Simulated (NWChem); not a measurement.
ReO4 anion; SMILES [O]=[Re-](=[O])(=[O])=[O]

Program: NWChem. Sets without diffuse functions describe the anion's extra electron poorly. The geometry was optimised at B3LYP/def2-SVPD. No frequency run checked for a minimum. def2 effective core potentials on Re; no spin-orbit coupling. Level M06-L/def2-SVP: energy and gradient on several grids; changes count from the extra-fine grid, which is no exact limit either.

Task: Which is the coarsest grid (coarse; xcoarse; fine; medium; xfine) from which on the energy stays within 100 μHa and each gradient component within 200 μHa/bohr of xfine?

Result: medium.
| grid | size of the energy change (μHa) | largest change of a gradient component (μHa/bohr) | time, medium = 1 (rough) |
|---|---|---|---|
| xcoarse | 7000 | 9000 | about 1 |
| coarse | 3000 | 500 | about 1 |
| medium | 40 | 90 | about 1 |
| fine | < 10 | 50 | about 1 |
| xfine | < 10 | < 30 | 3 |
